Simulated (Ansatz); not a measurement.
`[OH][GeH]1[NH][AlH]1`, charge 0, multiplicity 1.

**Question.** Give a relaxed structure at PBE0-D4/def2-TZVP (Ansatz 0.2.0). (Estimate.)

**Answer.** Ansatz gave: 
Z-matrix (Å, degrees):
```
Ge
N 1 1.903
Al 1 2.363 2 47.1
O 1 1.790 2 113.2 3 119.8
H 1 1.541 2 114.1 3 -126.5
H 2 1.009 1 130.3 3 178.0
H 3 1.580 1 167.0 2 173.8
H 4 0.960 1 111.8 2 -60.3
```
